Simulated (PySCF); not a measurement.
# Krypton: a sound run and one with changed settings

Sound run: Kr²⁺ [Ar] 3d10 4s2 4p4, Kr³⁺ [Ar] 3d10 4s2 4p3. Calculation: PySCF 2.14, in pcseg-2; no relativity, point nucleus. In the sound run the correlated levels freeze [Ar] 3d10. The sound run starts from symmetry-adapted Hartree-Fock orbitals and uses a fine grid where one is needed.

Changed run: the spin-free X2C one-electron Hamiltonian (Gaussian nucleus). This setting is unsound on purpose.

```
species   method  sound run (hartree)  changed run (hartree)  converged
   Kr²⁺      UHF          -2750.68844            -2778.53814        yes
   Kr²⁺   M06-2X          -2752.47283            -2780.29440        yes
   Kr²⁺      PBE          -2751.99055            -2779.82115        yes
   Kr²⁺      MP2          -2750.79514            -2778.64418        yes
   Kr²⁺  CCSD(T)          -2750.81829            -2778.66674        yes
   Kr³⁺      UHF          -2749.42722            -2777.27384        yes
   Kr³⁺   M06-2X          -2751.17500            -2778.99399        yes
   Kr³⁺      PBE          -2750.68546            -2778.51328        yes
   Kr³⁺      MP2          -2749.50872            -2777.35449        yes
   Kr³⁺  CCSD(T)          -2749.52673            -2777.37195        yes
```

Ionisation energy of Kr²⁺:

```csv
method,sound run (eV),changed run (eV)
UHF,34.319,34.403
M06-2X,35.316,35.386
PBE,35.513,35.589
MP2,35.005,35.094
SCS-MP2,35.074,35.163
CCSD,35.123,35.211
CCSD(T),35.145,35.233
```

Most of the change in total energy is the relativistic energy itself. On top of that the contraction fixes the core shape for the Hamiltonian it was made with, so the changed run is not a good calculation with the other Hamiltonian either.

For comparison, NIST gives 35.838 ± 0.02 eV between the lowest levels.
